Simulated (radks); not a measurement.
All-electron atom: the phosphorus ion P2+ in [He] 2s2 2p5.5 3s2 3p1 4p0.5 (fractional occupations, a model configuration).

Method: Dirac Kohn-Sham, PBE, spin-unpolarised, spherical densities, point nucleus; open shells are shared between the two j in proportion to 2j + 1; computed with a radial shooting solver on a logarithmic mesh with Libxc functionals.

Energy parts (eV):
part                      energy
total                  -9201.610
kinetic                 9237.385
electron-nucleus      -21528.340
Hartree                 3682.448
exchange-correlation    -593.103

Orbitals (lengths in bohr, moments of r in powers of bohr; r(90%) holds 90 % of the orbital's charge):
[
 {"orbital": "1s1/2", "occ.": "2", "eigenvalue (eV)": "-2129.076", "r(90%)": "0.185", "<r>": "0.1036", "small-component weight": "2.83e-03"},
 {"orbital": "2s1/2", "occ.": "2", "eigenvalue (eV)": "-212.0249", "r(90%)": "0.803", "<r>": "0.5125", "small-component weight": "4.29e-04"},
 {"orbital": "2p1/2", "occ.": "1.83333", "eigenvalue (eV)": "-163.9418", "r(90%)": "0.788", "<r>": "0.4730", "small-component weight": "4.09e-04"},
 {"orbital": "2p3/2", "occ.": "3.66667", "eigenvalue (eV)": "-162.9862", "r(90%)": "0.791", "<r>": "0.4752", "small-component weight": "4.06e-04"},
 {"orbital": "3s1/2", "occ.": "2", "eigenvalue (eV)": "-38.7165", "r(90%)": "2.46", "<r>": "1.659", "small-component weight": "7.71e-05"},
 {"orbital": "3p1/2", "occ.": "0.333333", "eigenvalue (eV)": "-28.5154", "r(90%)": "2.78", "<r>": "1.834", "small-component weight": "6.40e-05"},
 {"orbital": "3p3/2", "occ.": "0.666667", "eigenvalue (eV)": "-28.4213", "r(90%)": "2.79", "<r>": "1.839", "small-component weight": "6.38e-05"},
 {"orbital": "4p1/2", "occ.": "0.166667", "eigenvalue (eV)": "-10.0949", "r(90%)": "6.69", "<r>": "4.666", "small-component weight": "1.70e-05"},
 {"orbital": "4p3/2", "occ.": "0.333333", "eigenvalue (eV)": "-10.0763", "r(90%)": "6.70", "<r>": "4.674", "small-component weight": "1.69e-05"}
]

The highest occupied level is 4p3/2 at -10.076 eV. The density falls to 0.001 e/bohr^3 at r = 3.76 bohr. Summed over all electrons, <r^2> = 24.69 bohr^2, which gives a Langevin (diamagnetic) susceptibility term of -19.6 x 10^-6 cm^3/mol.

Run on one thread of a shared host, so times are rough (Arm Neoverse V2): 0.08 s of CPU time, 0.08 s wall, 15 iterations on 2486 mesh points.
